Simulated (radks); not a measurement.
Problem. Charge is removed step by step from the 2p down level of neutral silicon, starting from [He] 2s2 2p(up 3, down 3) 3s2 3p2. Code: a radial shooting solver on a logarithmic mesh with Libxc functionals. Model: non-relativistic Kohn-Sham, PBE, spin-polarised, spherical densities, point nucleus; open shells are filled with parallel spins first. At the starting occupation the eigenvalue is -95.216 eV. Estimate the energy to remove one whole electron from this level, the eigenvalue at the end, and how far E(n) bends from a straight line.

Solution. Delta-SCF 108.79 eV; final eigenvalue -123.00 eV; the deviation from the straight line is -3.476 eV at 0.5 electron removed, the largest on the grid computed. Slater's transition state (half an electron removed) gives 108.64 eV. Integrating minus the eigenvalue over the occupation (Janak's theorem) gives 108.79 eV. The mean slope of the eigenvalue, de/dn, is 27.8 eV per electron.
